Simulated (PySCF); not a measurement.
SeF: energy against distance

Set-up: Se def2-SVP, F def2-SVP; no relativity (PySCF 2.14). Energies in eV from Se + F in their ground configurations at the same level. State: ²Π (doublet), unpaired electrons π ↑.

All columns are LC-ωPBE. A positive dipole means Se(−)F(+).

| R (Å) | E (eV) | μ (D) | Mulliken charge on Se (basis-dependent) | HOMO (eV) | LUMO (eV) | Mayer bond order | ⟨S²⟩ |
| --- | --- | --- | --- | --- | --- | --- | --- |
| 1.510 | -2.091 | -0.51 | 0.26 | -8.88 | -1.06 | 1.04 | 0.75 |
| 1.580 | -2.805 | -0.88 | 0.29 | -9.10 | -1.28 | 1.02 | 0.75 |
| 1.651 | -3.181 | -1.22 | 0.32 | -9.32 | -1.50 | 1.00 | 0.75 |
| 1.703 | -3.303 | -1.47 | 0.33 | -9.47 | -1.65 | 0.99 | 0.75 |
| 1.756 | -3.322 | -1.71 | 0.34 | -9.61 | -1.79 | 0.99 | 0.75 |
| 1.809 | -3.263 | -1.94 | 0.35 | -9.75 | -1.92 | 0.98 | 0.75 |
| 1.879 | -3.094 | -2.22 | 0.35 | -9.91 | -2.09 | 0.97 | 0.75 |
| 1.967 | -2.786 | -2.56 | 0.35 | -10.11 | -2.27 | 0.96 | 0.75 |
| 2.072 | -2.335 | -2.92 | 0.35 | -10.31 | -2.46 | 0.95 | 0.76 |
| 2.213 | -1.688 | -3.28 | 0.34 | -10.52 | -2.63 | 0.92 | 0.78 |

A fit through these points gives, at Re = 1.741 Å, μ = -1.64 D and dμ/dR = -4.46 D/Å; the reduced mass is 15.35 u.

Problem. How strong is the fundamental in the double-harmonic approximation, I = 42.26·(dμ/dR)²/μred km/mol?

Solution. I = 42.26·(-4.46)²/15.35 = 54.8 km/mol at LC-ωPBE.

Spin–orbit coupling is left out. The state is the lowest determinant that a PBE0 search found; another state may lie lower at other levels.
